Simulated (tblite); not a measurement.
Species: C5H11FNS (charge +1).
Atom-mapped SMILES: `[H]/[N:4]=[CH:3]/[C@H:2]([CH3:1])[S@+:5]([CH3:6])[CH2:7][F:8]` (hydrogens: H9, H10, H11 on C1; H12 on C2; H13 on C3; H14 on N4; H15, H16, H17 on C6; H18, H19 on C7)

Structure used (GFN2-xTB), in Å, numbered top down from 1:
```xyz
19
C5H11FNS angstrom
C      1.352   -1.583    0.041
C      0.770   -0.229    0.414
C      1.750    0.879    0.198
N      1.368    1.758   -0.609
S     -0.593    0.292   -0.757
C     -1.479    1.539    0.206
C     -1.803   -1.088   -0.450
F     -1.395   -2.170   -1.136
H      0.637   -2.387    0.184
H      2.213   -1.787    0.674
H      1.681   -1.590   -0.995
H      0.375   -0.236    1.432
H      2.706    0.827    0.720
H      1.995    2.524   -0.835
H     -0.883    2.446    0.197
H     -1.647    1.202    1.224
H     -2.428    1.733   -0.286
H     -2.776   -0.778   -0.842
H     -1.852   -1.342    0.612
```

Level: GFN2-xTB in tblite, geometry and Hessian alike; calculated harmonic values, unscaled, isolated species. The method is semi-empirical: single wavenumbers can be off by several per cent or more. One conformer, not necessarily the lowest.

Harmonic wavenumbers (cm⁻¹): 61.0, 96.2, 130.8, 148.7, 157.3, 192.6, 208.0, 223.7, 246.0, 292.8, 353.7, 396.7, 528.6, 653.9, 680.3, 727.1, 775.0, 855.1, 910.9, 927.0, 935.3, 985.0, 1005.9, 1063.6, 1071.6, 1090.9, 1110.3, 1165.1, 1179.1, 1221.1, 1226.4, 1304.3, 1310.8, 1383.4, 1401.0, 1411.6, 1420.0, 1467.5, 1472.3, 1731.3, 2943.2, 2948.0, 2951.5, 2963.3, 3043.0, 3046.4, 3056.5, 3059.2, 3072.1, 3072.4, 3382.7.

A = 2348, B = 1419, C = 1008 MHz; mass 136.060 u (most abundant isotopes); point group C1, symmetry number 1.

What is the zero-point energy?

Half the sum of the wavenumbers: 33530 cm⁻¹ = 95.87 kcal/mol.

Give the ideal-gas entropy at 350 K and 1 bar in the rigid-rotor, harmonic-oscillator model (classical rotation).

Translation 41.46, rotation 29.43, vibration 36.29: S = 107.2 cal/(mol K).

And Cp and H(350 K) − H(0)?

Cp = 44.65 cal/(mol K), of which vibrations give 36.70 (their classical limit is 51 R = 101.3); H(350 K) − H(0) = 9.52 kcal/mol without the zero-point energy, 6.74 from vibrations.

What must be added to the electronic energy to get the Gibbs energy at 350 K and 1 bar?

ZPE + [H(350 K) − H(0)] − T·S = 95.87 + 9.52 − 37.51 = 67.88 kcal/mol.

Blend soft modes into free rotors: weight 1/[1 + (100 cm⁻¹/ν̃)⁴] for the oscillator and the rest for a rotor with moment μB/(μ + B), μ = h/(8π²ν), B = 10⁻⁴⁴ kg m². What vibrational entropy results?

34.54 cal/(mol K) in place of 36.29, which changes −T·S at 350 K by +0.61 kcal/mol.

How do the functions run with temperature in this model?

```csv
T (K),S (cal/(mol K)),Cp (cal/(mol K)),H − H(0) (kcal/mol),G − H(0) (kcal/mol),ln q(vib)
150,78.5,25.9,2.50,-9.28,2.85
250,93.9,35.0,5.54,-17.93,5.76
298.15,100.4,39.7,7.34,-22.60,7.12
400,113.4,49.2,11.87,-33.50,9.94
600,136.4,64.1,23.30,-58.54,15.27
900,165.3,78.4,44.85,-103.95,22.67
```

q(vib) and H(0) count from the zero-point level.

Hindered rotation and anharmonicity are outside this model. Other conformers, if any are populated, would add a mixing term that is left out. The structure is chiral; the term R ln 2 for an equal mix with its mirror image is left out.

The run took 1.2 s wall on one thread of an Intel Xeon Platinum 8259CL at 2.50 GHz, shared host. The figure is for the frequency step alone.
